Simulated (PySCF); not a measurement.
Species: C6H8ClNO (charge +1 and doublet state).
SMILES with atom numbers: `[CH2+:1][CH:2]/[N:3]=[CH:4]/[C:5](=[CH:6]\[Cl:7])[O:8][CH3:9]` (hydrogens: H10, H11 on C1; H12 on C2; H13 on C4; H14 on C6; H15, H16, H17 on C9)

Cartesian coordinates in Å at the GFN2-xTB level; atoms count from 1:
```xyz
17
C6H8ClNO angstrom
C      3.0529   -0.5420   -0.8199
C      1.8627   -1.1801   -0.9051
N      0.7948   -0.8749   -0.1856
C     -0.0261    0.0472    0.0505
C     -0.9177    0.0196    1.1965
C     -0.7537   -0.9214    2.1778
Cl     0.5015   -2.0322    2.1790
O     -1.8902    0.9156    1.3599
C     -2.3674    1.6738    0.2616
H      3.1910    0.3125   -0.1783
H      3.9037   -0.8935   -1.3755
H      1.7567   -2.0898   -1.4874
H     -0.1227    0.9071   -0.6184
H     -1.4677   -0.9838    2.9881
H     -3.2528    2.1890    0.6313
H     -2.6387    1.0402   -0.5856
H     -1.6334    2.4248   -0.0495
```

The hyperfine couplings belong to this conformer and change with its torsions.

Method: UKS B3LYP, pcH-1 on C Cl H N O, non-relativistic, mean-field spin-orbit, GIAO in PySCF 2.14.0. Isolated species at its GFN2-xTB geometry (one conformer only). Couplings are sensitive to structure, and on GFN2-xTB geometries they can be far from those on DFT ones, by a factor of two or more for some ions and for spin on atoms past the first row. The frame is twisted about the C2–N3 bond at this geometry (dihedral C1–C2–N3–C4 = 62°); couplings at other torsion angles weren't computed. The SCF solution wasn't tested for stability.

(1) Break the g tensor into its mass correction, gauge correction and orbital-Zeeman/spin–orbit terms.

(2) At 34.032 GHz, how far is the centre of the isotropic spectrum from where a free electron (g = 2.002319) resonates?

(3) What are the electron Larmor frequencies g μB B/h along the three axes at 3350 mT?

(4) What effective moment and Curie constant follow for a powder?

(5) In a frozen sample, at which fields do the three g values resonate at 9.5, 34, 94 and 263 GHz (hyperfine left aside), and which band first spreads them over more than twice a line width of 0.5 mT?

## Answers

(1) 
```json
{"Δg (ppt)": "relativistic mass correction", "1": "-0.22", "2": "-0.22", "3": "-0.22"}
{"Δg (ppt)": "gauge correction", "1": "0.02", "2": "0.02", "3": "0.05"}
{"Δg (ppt)": "orbital Zeeman/spin–orbit", "1": "0.90", "2": "2.77", "3": "15.64"}
{"Δg (ppt)": "total", "1": "0.71", "2": "2.58", "3": "15.47"}
```

So g = 2.00303, 2.00490, 2.01779 and g_iso = 2.00857; the tensor is close to axial: the two nearest values differ by 13 % of g3 − g1. 

(2) B = hν/(g μB) with μB/h = 13.99624 MHz/mT gives 1214.35 mT for the free electron and 1210.57 mT at g_iso, 3.78 mT lower.

(3) 93.9169, 94.0047, 94.6089 GHz for g1, g2 and g3, a range of 692.0 MHz.

(4) With the mean of g² = 4.0344 and S(S+1) = 0.75: μ_eff = √(⟨g²⟩S(S+1)) = 1.739 μB and χT = 0.12505·⟨g²⟩·S(S+1) = 0.378 cm³ K/mol (cgs; spin-Hamiltonian part alone).

(5) 
| band | GHz | B(g3) mT | B(g2) mT | B(g1) mT | spread mT |
| --- | --- | --- | --- | --- | --- |
| X | 9.5 | 336.38 | 338.55 | 338.86 | 2.48 |
| Q | 34.0 | 1203.90 | 1211.64 | 1212.77 | 8.87 |
| W | 94.0 | 3328.44 | 3349.83 | 3352.96 | 24.52 |
| J | 263.0 | 9312.55 | 9372.40 | 9381.16 | 68.61 |

The spread grows in proportion to the frequency. X band is the first where it exceeds 1.0 mT.

The largest Mulliken spin populations are on C1 (+0.51), N3 (+0.37), Cl7 (+0.11) and C6 (+0.10). The angles at C1 add up to 360.0°, so it is planar.

The HOMO–LUMO gaps are 3.74 eV among the α and 1.67 eV among the β orbitals.

On an Arm Neoverse V1 with one thread, on a shared host, this took 2.5 min of wall time (with the writing of density and orbital grids) and 1.2 GiB of memory at its peak.

The SMILES draws the unpaired electron on C2; the largest computed Mulliken spin population is on C1 (0.51 against -0.10).
